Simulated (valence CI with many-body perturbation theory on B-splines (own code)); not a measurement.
Level structure of Xe XLVIII

Calculated by relativistic CI+MBPT: five valence electrons over a frozen Dirac-Fock core [He], a basis of 11 s, 11 p, 10 d, 8 f, 5 g, 2 h functions for each j, with the one-electron correlation potential Σ1, the two-electron term Σ2, the three-electron term Σ3, Breit, model QED; selected CI, second order for the rest, scaled by the run's own slope (own B-spline code, finite nucleus).

No measured spectrum was set against this ion. As an estimate, large intervals hold to a few tenths of a per cent, small ones and those within an open d or f shell to about a per cent. Among the levels kept, up to 7200 cm⁻¹ of a level comes from second order outside the variational space, and about a tenth of that is noise between levels of different J, which matters for small intervals.

Levels 136 to 180 of 200, with energies above the lowest level, (2s^2 2p1/2^2 2p3/2) J=3/2. "Leading %" is the weight of the configuration and term that name the level; weights of strongly mixed levels are sums over their largest components and can fall short. In the jj column 3d3/2^4 stands for four electrons in 3d with j = 3/2. Lifetimes count E1, E2, E3, M1 and M2 decay at the calculated energies, and are blank where another channel may lead or the interval is too uncertain; long ones can be off by a factor of two.

| No. | Configuration | Term | J | E (eV) | Leading % | Leading jj | Lifetime | g |
| --- | --- | --- | --- | --- | --- | --- | --- | --- |
| 136 | 2s2p³3p | ⁴P | 3/2 | 5654.4 | 32 | 2s 2p1/2 2p3/2^2 3p3/2 (99 %) | 21.0 fs | 1.413 |
| 137 | 2s2p³3d | ⁶D° | 7/2 | 5656.1 | 32 | 2s 2p1/2 2p3/2^2 3d3/2 (83 %) | 7.18 fs | 1.259 |
| 138 | 2s2p³3p | ⁴P | 5/2 | 5660.8 | 48 | 2s 2p1/2 2p3/2^2 3p3/2 (93 %) | 12.6 fs | 1.340 |
| 139 | 2s2p³3p | ²P | 1/2 | 5666.4 | 69 | 2s 2p1/2 2p3/2^2 3p3/2 (97 %) | 76.1 fs | 0.734 |
| 140 | 2s2p³3d | ⁶D° | 9/2 | 5667.9 | 45 | 2s 2p1/2 2p3/2^2 3d5/2 (95 %) | 5.45 ps | 1.342 |
| 141 | 2s2p³3p | ⁴P | 3/2 | 5669.7 | 33 | 2s 2p1/2 2p3/2^2 3p3/2 (98 %) | 19.3 fs | 1.321 |
| 142 | 2s2p³3d | ⁴D° | 7/2 | 5673.1 | 54 | 2s 2p1/2 2p3/2^2 3d5/2 (84 %) | 48.5 fs | 1.299 |
| 143 | 2s2p³3p | ²F | 7/2 | 5673.9 | 77 | 2s 2p1/2 2p3/2^2 3p3/2 (98 %) | 11.8 fs | 1.179 |
| 144 | 2s2p³3p | ²P | 1/2 | 5678.2 | 43 | 2s 2p1/2 2p3/2^2 3p3/2 (93 %) | 7.54 fs | 1.350 |
| 145 | 2s2p³3p | ²D | 5/2 | 5679.0 | 43 | 2s 2p1/2 2p3/2^2 3p3/2 (98 %) | 66.2 fs | 1.284 |
| 146 | 2s2p³3p | ²D | 3/2 | 5683.8 | 35 | 2s 2p1/2 2p3/2^2 3p3/2 (97 %) | 16.8 fs | 1.265 |
| 147 | 2s2p³3d | ²G° | 9/2 | 5684.1 | 37 | 2s 2p1/2 2p3/2^2 3d3/2 (90 %) | 1.41 ps | 1.190 |
| 148 | 2s2p³3p | ²D | 5/2 | 5684.6 | 47 | 2s 2p1/2 2p3/2^2 3p3/2 (96 %) | 125 fs | 1.240 |
| 149 | 2s2p³3d | ⁴D° | 1/2 | 5689.4 | 57 | 2s 2p1/2 2p3/2^2 3d5/2 (92 %) | 5.39 fs | 0.771 |
| 150 | 2s2p³3d | ⁴D° | 7/2 | 5689.9 | 43 | 2s 2p1/2 2p3/2^2 3d3/2 (88 %) | 3.02 fs | 1.292 |
| 151 | 2s2p³3d | ⁴P° | 5/2 | 5690.1 | 46 | 2s 2p1/2 2p3/2^2 3d3/2 (73 %) | 2.62 fs | 1.393 |
| 152 | 2s2p³3d | ⁴S° | 3/2 | 5694.7 | 35 | 2s 2p1/2 2p3/2^2 3d3/2 (71 %) | 2.15 fs | 1.490 |
| 153 | 2s2p³3p | ²P | 1/2 | 5699.1 | 63 | 2s 2p1/2 2p3/2^2 3p3/2 (97 %) | 26.5 fs | 1.345 |
| 154 | 2s2p³3p | ²D | 3/2 | 5699.8 | 41 | 2s 2p1/2 2p3/2^2 3p3/2 (90 %) | 20.0 fs | 1.087 |
| 155 | 2s2p³3d | ⁴D° | 5/2 | 5700.1 | 67 | 2s 2p1/2 2p3/2^2 3d5/2 (69 %) | 2.16 fs | 1.249 |
| 156 | 2s2p³3d | ⁴D° | 3/2 | 5700.6 | 38 | 2s 2p1/2 2p3/2^2 3d5/2 (64 %) | 2.18 fs | 1.333 |
| 157 | 2s2p³3d | ⁴G° | 11/2 | 5703.5 | 100 | 2s 2p1/2 2p3/2^2 3d5/2 (100 %) | 6.38 ps | 1.259 |
| 158 | 2s2p³3d | ⁴F° | 9/2 | 5706.6 | 56 | 2s 2p1/2 2p3/2^2 3d5/2 (93 %) | 1.30 ps | 1.223 |
| 159 | 2s2p³3d | ²S° | 1/2 | 5719.1 | 49 | 2s 2p1/2 2p3/2^2 3d5/2 (91 %) | 4.58 fs | 1.700 |
| 160 | 2p⁴3s | ⁴P | 5/2 | 5722.3 | 64 | 2p1/2^2 2p3/2^2 3s (90 %) | 52.1 fs | 1.457 |
| 161 | 2s2p³3d | ⁴F° | 3/2 | 5723.9 | 58 | 2s 2p1/2 2p3/2^2 3d3/2 (87 %) | 6.63 fs | 0.677 |
| 162 | 2s2p³3d | ²F° | 7/2 | 5727.8 | 46 | 2s 2p1/2 2p3/2^2 3d5/2 (78 %) | 4.14 fs | 1.121 |
| 163 | 2s2p³3d | ²P° | 3/2 | 5728.6 | 48 | 2s 2p1/2 2p3/2^2 3d5/2 (85 %) | 2.91 fs | 1.327 |
| 164 | 2s2p³3d | ²D° | 5/2 | 5730.5 | 40 | 2s 2p1/2 2p3/2^2 3d5/2 (63 %) | 4.51 fs | 1.121 |
| 165 | 2p⁴3s | ²P | 3/2 | 5731.3 | 48 | 2p1/2^2 2p3/2^2 3s (87 %) | 16.8 fs | 1.195 |
| 166 | 2s2p³3d | ⁴D° | 1/2 | 5737.5 | 53 | 2s 2p1/2 2p3/2^2 3d3/2 (91 %) | 4.74 fs | 0.538 |
| 167 | 2s2p³3d | ²D° | 3/2 | 5739.2 | 39 | 2s 2p1/2 2p3/2^2 3d3/2 (90 %) | 20.2 fs | 0.870 |
| 168 | 2s2p³3d | ²D° | 5/2 | 5740.1 | 28 | 2s 2p1/2 2p3/2^2 3d3/2 (72 %) | 4.84 fs | 1.029 |
| 169 | 2s2p³3d | ²G° | 7/2 | 5746.2 | 54 | 2s 2p1/2 2p3/2^2 3d3/2 (85 %) | 19.4 fs | 0.999 |
| 170 | 2s2p³3d | ⁴F° | 5/2 | 5748.6 | 32 | 2s 2p1/2 2p3/2^2 3d5/2 (62 %) | 5.60 fs | 1.134 |
| 171 | 2s2p³3d | ²F° | 5/2 | 5753.9 | 32 | 2s 2p1/2 2p3/2^2 3d3/2 (68 %) | 3.79 fs | 1.125 |
| 172 | 2s2p³3d | ²P° | 3/2 | 5756.8 | 32 | 2s 2p1/2 2p3/2^2 3d3/2 (74 %) | 2.39 fs | 1.222 |
| 173 | 2s2p³3d | ²D° | 5/2 | 5759.1 | 39 | 2s 2p1/2 2p3/2^2 3d3/2 (60 %) | 2.54 fs | 1.196 |
| 174 | 2s2p³3d | ⁴D° | 7/2 | 5761.2 | 50 | 2s 2p1/2 2p3/2^2 3d5/2 (97 %) | 22.4 fs | 1.233 |
| 175 | 2s2p³3d | ²P° | 1/2 | 5761.4 | 49 | 2s 2p1/2 2p3/2^2 3d3/2 (88 %) | 1.93 fs | 0.518 |
| 176 | 2s2p³3d | ²D° | 3/2 | 5763.4 | 35 | 2s 2p1/2 2p3/2^2 3d3/2 (92 %) | 1.97 fs | 1.078 |
| 177 | 2s2p³3d | ⁴D° | 5/2 | 5767.0 | 34 | 2s 2p1/2 2p3/2^2 3d5/2 (93 %) | 4.88 fs | 1.211 |
| 178 | 2p⁴3s | ²S | 1/2 | 5768.6 | 56 | 2p1/2^2 2p3/2^2 3s (93 %) | 29.4 fs | 1.986 |
| 179 | 2s2p³3d | ²P° | 1/2 | 5769.3 | 48 | 2s 2p1/2 2p3/2^2 3d3/2 (93 %) | 1.81 fs | 1.048 |
| 180 | 2s2p³3d | ²G° | 9/2 | 5772.5 | 80 | 2s 2p1/2 2p3/2^2 3d5/2 (98 %) | 440 fs | 1.133 |
